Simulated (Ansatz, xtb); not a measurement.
C4H10AlClO: which of two isomers lies lower

We compare I, `[Cl][AlH2-][O+]1CCCC1`, a singlet, with II, `CC[C@H](C)[O][AlH][Cl]`, a singlet. Both are isolated molecules in the gas phase, relaxed with B3LYP/def2-SVP; each stands in its lowest conformer found.

**Question.** Estimate E(II) − E(I) at the level CCSD(T)/def2-SVP + ΔMP2/def2-TZVPP.

**Answer.** Calculated at CCSD(T)/def2-SVP + ΔMP2/def2-TZVPP: E(II) − E(I) = −28.5 kcal/mol, so structure II lies lower.

Level by level:

```json
{"level": "B3LYP/def2-SVP", "geometry": "B3LYP/def2-SVP", "E(II) − E(I) (kcal/mol)": "−28.3", "departure from the last row (kcal/mol)": "+0.1", "job, with rough time for the two": "optimisation, 94 s"}
{"level": "HF/def2-SVP", "geometry": "B3LYP/def2-SVP", "E(II) − E(I) (kcal/mol)": "−27.9", "departure from the last row (kcal/mol)": "+0.6", "job, with rough time for the two": "part of the CCSD(T) run"}
{"level": "MP2/def2-SVP", "geometry": "B3LYP/def2-SVP", "E(II) − E(I) (kcal/mol)": "−28.7", "departure from the last row (kcal/mol)": "−0.3", "job, with rough time for the two": "part of the CCSD(T) run"}
{"level": "CCSD(T)/def2-SVP", "geometry": "B3LYP/def2-SVP", "E(II) − E(I) (kcal/mol)": "−27.2", "departure from the last row (kcal/mol)": "+1.3", "job, with rough time for the two": "single point"}
{"level": "CCSD(T)/def2-SVP + ΔMP2/def2-TZVPP", "geometry": "B3LYP/def2-SVP", "E(II) − E(I) (kcal/mol)": "−28.5", "departure from the last row (kcal/mol)": "", "job, with rough time for the two": "single point, 93 s"}
```

As drawn, II has 1 C–H in place of 1 C–O, 1 Al–H. Structure I has a 5-membered ring, II no ring.

The levels shown agree on the order. The largest departure from CCSD(T)/def2-SVP + ΔMP2/def2-TZVPP is that of CCSD(T)/def2-SVP, 1.3 kcal/mol. Levels run at GFN2-xTB geometries aren't shown. The last row adds to CCSD(T) the change of the MP2 difference between the two basis sets, here −1.3 kcal/mol.

With thermal terms from frequencies at re-optimised GFN2-xTB minima (ideal gas, soft modes damped towards free rotors, one conformer each, 298.15 K, 1 atm): on the last row, ΔE + ΔZPE = −26.8, ΔH = −26.2, ΔG = −27.4 kcal/mol.

The correlated steps freeze 15 core orbitals. Mirror images aren't counted in ΔG. Run with Ansatz 0.2.0, xtb 6.7.1; the last row on 4 threads of Arm Neoverse V1 on a shared host.
